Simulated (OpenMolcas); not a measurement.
Au5+ among 4 point charges of -0.8 e arranged as a tetrahedron (Td), 1.97 Å from the ion.

```yaml
Program: OpenMolcas
Method: CASSCF
Basis: ANO-RCC-VDZP [7s6p4d2f]
Scalar_Hamiltonian: DKH2, point nucleus
Active_space: 6 electrons in 5 orbitals (5d)
State_averaging: 2S+1 = 5 even, 5 roots; 2S+1 = 3 even, 45 roots; 2S+1 = 1 even, 50 roots
Spin-orbit_coupling: RASSI with atomic mean-field integrals over the reference wave functions
```

Task: What is the spin-free ground state (labels of Td)?

Result: 5E, 2-fold in its orbital part, 100 % from free-ion D terms; it has the highest spin that d6 allows.

Task: Where is the first state of the same spin?

Result: 5T2 at 1260 cm-1 above the ground state.

Task: What are the lowest two levels with spin-orbit coupling?

Result: A 1-fold level A1, then a 3-fold level T1 49.8 cm-1 above it. Their leading multiplicities are 5 (78 %) and 5 (78 %).

Task: What is χT at 300 K?

Result: 5.10 cm3 K/mol.

Task: Which ligand-field parameters describe the states?

Result: A least-squares ligand-field fit to the states below 45000 cm-1, each weighted by its degeneracy and with a free common offset, gives 10Dq = -1199 cm-1 (negative for this site), B = 1002 cm-1 and C = 4174 cm-1 (C/B = 4.16), with an rms deviation of 16 cm-1. 

Spin-orbit coupling mixes the spin-free states strongly: the lowest level takes only 50 % from its leading state, 5E. An orbital doublet at a regular site is open to a Jahn-Teller distortion, which this geometry leaves out. Without dynamic correlation the repulsion within the d shell is too large (B by tens of per cent), so at a given field states of lower spin stand too high. Point charges give a weaker field than real ligands, and real ions of this kind are as a rule low spin; the high spin found here belongs to the model. The ground term spreads over less than 5000 cm-1, several times less than with real ligands, so orbital moments are less quenched and χT lies further from the spin-only value than at real sites. This is an electrostatic model: the charges have no orbitals. No measured value stands beside these numbers.
